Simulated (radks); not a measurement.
Neutral praseodymium inside a hard spherical wall (all orbitals vanish at R), configuration held at [Xe] 4f3 6s2 and not refilled when levels cross. Method: scalar-relativistic Kohn-Sham, r2SCAN, spin-polarised, spherical densities, finite nucleus; open shells are filled with parallel spins first (spin-orbit coupling, left out, can overturn this in heavy ions); meta-GGA in the generalised Kohn-Sham scheme; Fermi nuclear charge, rms radius 4.8919 fm; computed with a radial shooting solver on a logarithmic mesh with Libxc functionals. Eigenvalues in eV for spin up, with the zero of energy where the potential of the charges vanishes at infinity; a dash marks a level that is unbound or too diffuse for the functional's potential to be trusted. A positive occupied level is held by the wall or, in an anion where self-interaction has pushed it up, behind a barrier. The pressure on the wall is -dE/dV.

R (bohr),E (hartree),kinetic (hartree),e(5s),e(5p),e(6s),"e(5d, empty)",e(4f),"e(6p, empty)",pressure (GPa)
free,-9237.9763,9811.082,-40.898,-22.744,-3.605,-,-1.768,-,0
12,-9237.9756,9811.090,-40.838,-22.685,-3.562,-2.036,-1.709,-1.055,0.0111
10,-9237.9716,9811.121,-40.634,-22.485,-3.403,-1.864,-1.508,-0.762,0.100
8,-9237.9483,9811.254,-39.949,-21.815,-2.769,-1.271,-0.832,0.331,0.898
6,-9237.8138,9811.810,-38.068,-20.020,-0.167,0.560,1.073,4.468,9.48
4,-9236.7588,9815.762,-31.930,-14.173,15.204,8.354,8.035,25.516,213
3.5,-9235.6838,9819.761,-27.792,-9.897,28.358,14.418,13.103,41.796,592
3,-9233.2760,9828.316,-20.362,-1.653,54.071,26.021,22.108,71.918,1880
2,-9210.3701,9899.573,33.070,61.190,233.08,108.48,71.511,266.86,33600
1.5,-9149.9225,10073.700,163.70,208.81,581.26,278.50,151.43,628.64,241000
